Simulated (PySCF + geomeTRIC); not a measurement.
These are ωB97X-D3(BJ)/def2-TZVP run with PySCF + geomeTRIC values and carry that method's errors. fastk is a local helper that only speeds up exchange builds. No frequencies were computed at this level.

```python
import json, numpy as np
from pyscf import gto, dft
from fastk import lowrank_exchange
atoms = """
C     -1.930178    -0.651013     0.123275
Ga     0.004009     0.004489     0.002071
C      1.534856    -1.352901     0.016547
C      0.398349     2.007000    -0.139715
H     -2.625979     0.172782     0.303439
H     -2.048931    -1.378989     0.931049
H     -2.234410    -1.147128    -0.803345
H      1.977422    -1.430408     1.013955
H      2.334265    -1.061485    -0.670617
H      1.186812    -2.349907    -0.268322
H      0.038391     2.409931    -1.091049
H     -0.104594     2.564407     0.655864
H      1.469990     2.213222    -0.073151
"""
def scf(charge, spin, dm0=None):
    mol = gto.M(atom=atoms, basis='def2-tzvp', ecp={}, charge=charge, spin=spin, verbose=3, max_memory=5040)
    mf = dft.KS(mol, xc='wb97x-d3bj').density_fit(auxbasis="def2-universal-jkfit")
    mf.grids.level = 3
    mf.conv_tol = 1e-8
    mf.max_cycle = 60
    mf.kernel(dm0)
    if not mf.converged:
        mf = mf.newton().run(mf.mo_coeff, mf.mo_occ).undo_soscf()
    return mf
mf = scf(0, 0)
from pyscf.geomopt.geometric_solver import kernel as optimize
path = []
done, mol = optimize(mf, maxsteps=80, assert_convergence=False, callback=lambda env: path.append((env["energy"], bool(env["g_scanner"].converged))))
res = dict(converged=bool(done and path[-1][1]), energy=path[-1][0], path=[e for e, c in path], xyz=mol.atom_coords(unit="Angstrom").tolist(), nao=mol.nao)
json.dump(res, open("result.json", "w"))
```

Output:

```
converged SCF energy = -2044.6796364796
Geometry optimization cycle 1
converged SCF energy = -2044.67963647969
cycle 1: E = -2044.67963648  dE = -2044.68  norm(grad) = 0.0264942
Geometry optimization cycle 2
converged SCF energy = -2044.6837113974
cycle 2: E = -2044.6837114  dE = -0.00407492  norm(grad) = 0.0043426
Geometry optimization cycle 3
converged SCF energy = -2044.68381452664
cycle 3: E = -2044.68381453  dE = -0.000103129  norm(grad) = 0.00278097
Geometry optimization cycle 4
converged SCF energy = -2044.68384090779
cycle 4: E = -2044.68384091  dE = -2.63812e-05  norm(grad) = 0.000722878
Geometry optimization cycle 5
converged SCF energy = -2044.68384452165
cycle 5: E = -2044.68384452  dE = -3.61385e-06  norm(grad) = 0.000345297
Geometry optimization cycle 6
converged SCF energy = -2044.68384504837
cycle 6: E = -2044.68384505  dE = -5.2672e-07  norm(grad) = 0.000203938
<class 'geometric.internal.Distance'> : 12
<class 'geometric.internal.Angle'> : 20
<class 'geometric.internal.OutOfPlane'> : 1
<class 'geometric.internal.Dihedral'> : 18
<class 'geometric.internal.TranslationX'> : 1
<class 'geometric.internal.TranslationY'> : 1
<class 'geometric.internal.TranslationZ'> : 1
<class 'geometric.internal.RotationA'> : 1
<class 'geometric.internal.RotationB'> : 1
<class 'geometric.internal.RotationC'> : 1
Step    0 : Gradient = 7.348e-03/1.511e-02 (rms/max) Energy = -2044.6796364797
Step    1 : Displace = 7.917e-02/8.903e-02 (rms/max) Trust = 1.000e-01 (=) Grad = 1.204e-03/1.985e-03 (rms/max) E (change) = -2044.6837113974 (-4.075e-03) Quality = 0.959
Step    2 : Displace = 9.524e-03/1.533e-02 (rms/max) Trust = 1.414e-01 (+) Grad = 7.713e-04/1.530e-03 (rms/max) E (change) = -2044.6838145266 (-1.031e-04) Quality = 1.227
Step    3 : Displace = 4.266e-03/7.549e-03 (rms/max) Trust = 2.000e-01 (+) Grad = 2.005e-04/4.396e-04 (rms/max) E (change) = -2044.6838409078 (-2.638e-05) Quality = 1.239
Step    4 : Displace = 2.043e-03/3.675e-03 (rms/max) Trust = 2.828e-01 (+) Grad = 9.577e-05/1.807e-04 (rms/max) E (change) = -2044.6838445216 (-3.614e-06) Quality = 1.166
Step    5 : Displace = 8.204e-04/1.627e-03 (rms/max) Trust = 3.000e-01 (+) Grad = 5.656e-05/1.126e-04 (rms/max) E (change) = -2044.6838450484 (-5.267e-07) Quality = 1.243
Converged! =D
```

Cost: around 4 core-minutes (rough).
